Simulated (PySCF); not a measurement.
An unknown is described by computed data only.

Formula: C3H10Si.

| Quantity | Value |
| --- | --- |
| Rotational structure | rotational constants A, B, C: 7.382, 4.115, 2.971 GHz [PBE0-D3(BJ)/def2-SVP] |
| 1H NMR | chemical shifts (computed TMS as zero) by class: 3.81 (3 H), 1.31 (1 H), 1.16 (6 H) ppm [GIAO KT2/pcSseg-2] |
| Valence photoelectron | vertical ionisation energy: 10.12 eV [ΔSCF PBE0/def2-SVPD] |
| XPS | Si2p3/2 106.4, C1s 290.2, C1s 290.6 (×2), Si1s 1846.2 eV [ΔSCF SCAN, pcX-2 on the ionised atom, pcseg-1 elsewhere, spin-free X2C, 2p3/2 from a spin–orbit splitting computed afterwards within the 2p shell] |
| UV, first state | lowest singlet excitation: 7.41 eV (167 nm, f = 0.001) [TDDFT PBE0/def2-SVPD] |
| NMR, other nuclei | isotropic shieldings of nuclei other than C and H, by class: 409 (1 Si) ppm [GIAO KT2/pcSseg-2] |
| 13C NMR | chemical shifts (computed TMS as zero) by class: 22.6 (2 C), 16.4 (1 C) ppm [GIAO KT2/pcSseg-2] |
| UV, strongest line | among the 10 lowest singlet transitions: S4 at 8.33 eV (149 nm, f = 0.280) [TDDFT PBE0/def2-SVPD] |
| Dipole | 0.87 D [PBE0/def2-SVPD] |

Electronic properties: PySCF, gas phase, density fitting. Levels stand in brackets. Isolated species at its PBE0-D3(BJ)/def2-SVP geometry, gas phase. NMR values are class means; diastereotopic atoms form classes of their own.

Problem. Propose a structure and show how it fits.

Solution. Numbering: `[CH3:1][CH:2]([CH3:3])[SiH3:4]`. Its formula, C3H10Si, gives 0 degrees of unsaturation, so no ring and no π bond. 3 carbons fall into 2 classes; from least to most shielded: methyl carbon [C1/C3] (22.6 ppm, 2 C), sp3 carbon bound to silicon [C2] (16.4 ppm). Hydrogen classes from least to most shielded: 3 H on an SiH3 silicon, Si4 (3.81 ppm), 1 H on an sp3 carbon bound to silicon, C2 (1.31 ppm), 6 H on 2 methyl carbons, C1/C3 (1.16 ppm, a mean of values up to 0.6 ppm apart in this geometry). The other shieldings belong to: 409 ppm, SiH3 silicon [Si4]. The core levels belong to: Si2p3/2 106.4 eV, SiH3 silicon [Si4]; C1s 290.2 eV, sp3 carbon bound to silicon [C2]; C1s 290.6 eV, methyl carbon [C1/C3]; Si1s 1846.2 eV, SiH3 silicon [Si4]. The first electron is taken from the HOMO, whose largest Löwdin shares are 0.33 on the sp3 carbon bound to silicon, 0.22 on the SiH3 silicon and 0.09 on each of 2 atoms of one kind (methyl carbon). The optimised geometry has point group Cs and is an asymmetric top. Structure: `CC(C)[SiH3]`. Computed isomers that give other values at the same levels: `C[SiH](C)C` (core binding energies: Si2p3/2 106.0, C1s 290.0 (×3), Si1s 1845.8 eV); `[H][Si](C)(C)C` (core binding energies: Si2p3/2 106.0, C1s 290.0 (×3), Si1s 1845.8 eV). The assignments are read from this structure; whether some other isomer fits the data as well wasn't checked.
